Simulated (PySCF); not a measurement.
A GIAO shielding run with PySCF (density fitting, non-relativistic, gas phase) on `InChI=1S/C4H3ClO2S2/c5-9(6,7)4-2-1-3-8-4/h1-3H`:

```
$ OMP_NUM_THREADS=1 python probes_run.py task.json out

{"job": {"kind": "nmr", "xc": "PBE0", "basis": "pcSseg-1"}, "charge": 0, "multiplicity": 1}
O     -2.379530    -0.022009     1.856509
S     -2.073451    -0.157208     0.471924
O     -2.608050    -1.244946    -0.276364
Cl    -2.706996     1.551032    -0.441579
C     -0.346968    -0.041381     0.227363
C      0.383980    -0.530299    -0.810895
C      1.748578    -0.204913    -0.674297
C      1.998251     0.522621     0.450609
S      0.581165     0.825859     1.372662
H     -0.045753    -1.098433    -1.614502
H      2.506178    -0.497559    -1.377611
H      2.943792     0.896549     0.790156
```

Hardware: 1 thread of an x86-64 server CPU, shared host. The job also computes population analyses, field gradients, ring-centre shieldings.

Question: How large is the calculation?

Answer: 92 electrons, 189 basis functions and 1051 auxiliary functions.

Question: How long does it take?

Answer: 32 s of wall time, with 15 SCF cycles and 5 response iterations. Times on a shared host scatter by some tens of per cent.
